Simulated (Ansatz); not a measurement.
Ideal-gas functions of `N[SiH]1C=N1` at 400 K and 1 bar, from an Ansatz frequency run at PBE0-D4/def2-TZVP.

Molar mass 72.14 g/mol, point group C1 (symmetry number 1), electronic degeneracy 1, moments of inertia 27.576, 111.01, 113.432 u Å². Harmonic wavenumbers (cm⁻¹, unscaled): 176, 264, 281, 323, 617, 687, 739, 796, 848, 903, 979, 1213, 1547, 1574, 2292, 3074, 3623, 3724.

Use S(trans) = R[1.5 ln M + 2.5 ln T − 1.1517]; rotational temperatures θ = 24.2544 K / I; S(rot) = R[ln(√π/σ · √(T³/θAθBθC)) + 1.5]; for each mode x = 1.438777 ν̃/T, S = R[x/(eˣ − 1) − ln(1 − e⁻ˣ)] and H = RT x/(eˣ − 1); 1 cm⁻¹ = 0.0119627 kJ/mol; R = 8.31446 J/(mol·K).

Q: By hand: the entropy, in J/(mol·K).

A: Translation 168.3. Rotation: θ = 0.8795, 0.2185, 0.2138 K, giving 105.2. Vibration, mode by mode: 12.25, 9.05, 8.57, 7.52, 3.21, 2.63, 2.27, 1.93, 1.66, 1.42, 1.14, 0.57, 0.21, 0.19, 0.02, 0.00, 0.00, 0.00, in all 52.7. Electronic 0.0. Sum 326.2 J/(mol·K).

Q: By hand: H − E and G − E in kJ/mol, counted from the electronic energy.

A: Zero-point energy ½ × 23660 × 0.0119627 = 141.5; thermal vibration 12.6; translation, rotation and pV give 4 RT = 13.3. H − E = 167.4 kJ/mol, and G − E = 167.4 − 400 × 326.2/1000 = 36.9 kJ/mol.

Vibration gives 16 % of the entropy. The sum counts one conformer and one mirror image; others add a mixing term.
